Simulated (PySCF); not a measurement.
SnF₄.
Cartesian coordinates in Å at the PBE0-D3(BJ)/def2-SVP level; atoms count from 1:
```xyz
5
SnF4 angstrom
Sn    -0.0011   -0.0001    0.0003
F     -0.0050   -0.0173    1.9023
F      1.7929    0.0092   -0.6320
F     -0.8971    1.5593   -0.6196
F     -0.8896   -1.5511   -0.6510
```

Computed, not measured: TDDFT wB97X-D/def2-SVPD, vertical, gas phase, core orbitals frozen in the response, def2 core potentials past Kr in PySCF. Spin–orbit coupling is left out.

Transition dipole moments from the ground state, in atomic units and in the frame of the coordinates above (overall signs are arbitrary), for the states with f of 0.002 or more among the lowest 8:

| state | E (hartree) | μx | μy | μz |
| --- | --- | --- | --- | --- |
| S6 | 0.2657 | -0.706 | -0.004 | 0.146 |
| S7 | 0.2657 | 0.145 | -0.128 | 0.694 |
| S8 | 0.2658 | 0.022 | 0.709 | 0.126 |

Problem. Work out the oscillator strengths.

Solution. f = (2/3) ΔE |μ|² with ΔE in hartree (27.2114 eV).

```
state  |μ|² (au)  |μ| (D)      f
   S6      0.519     1.83  0.092
   S7      0.519     1.83  0.092
   S8      0.519     1.83  0.092
```

Problem. The point group is Td. Which irreducible representation does each state belong to?

Solution. From a totally symmetric ground state, an allowed state transforms like the component of the dipole operator along its μ. Every allowed level is T2, three states with equal energy: S6/S7/S8.

S6/S7/S8 coincide within about 0.01 eV; within a degenerate level the directions of the single components are arbitrary.

Hardware: one thread of an x86-64 server, no GPU (shared host). Cost: 26 s.
